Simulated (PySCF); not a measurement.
## Two-component Hartree-Fock for B (boron, neutral)

Start: [He] 2s2 2p1; 2p1/2 filled at m_j = +1/2. Calculated with PySCF 2.14 in an even-tempered Gaussian basis (20 s from 0.019 bohr⁻², ratio 2.4; 12 p from 0.025 bohr⁻², ratio 2.4; 6 d from 0.3 bohr⁻², ratio 2.6; 6 f from 0.46 bohr⁻², ratio 2.6): generalised Hartree-Fock with the X2C-1e Hamiltonian and a Gaussian nucleus; one run each with spin-orbit coupling (SO) switched off, then screened by Boettger's factors.

```csv
spinor shell,electrons,"ε, spin-free (eV)","ε, screened SO (eV)",weight of nominal j (screened SO),"rms radius, screened SO (bohr)"
1s1/2,2,-209.38,-209.38,1.000,0.378
2s1/2,2,-13.498,-13.497,0.997,2.17
2p1/2,1,-8.702,-8.703,0.901,2.45
```

```tsv
quantity	spin-free	screened SO
E (hartree)	-24.54068	-24.54073
M_J	1/2	1/2
⟨J²⟩	1.065	1.058
⟨L²⟩	2.033	2.033
⟨S²⟩	0.761	0.761
```

The determinant has a definite M_J but mixes levels of different J.

Each row is a mean over spinors that exchange with the open shell spreads, by up to 0.799 eV (2s1/2).

Without spin-orbit coupling the j labels of p, d and f shells carry no meaning; the spin-free column gives the mean over the occupied spinors of each nl shell, and its ⟨J²⟩ belongs to a mixture of degenerate components.
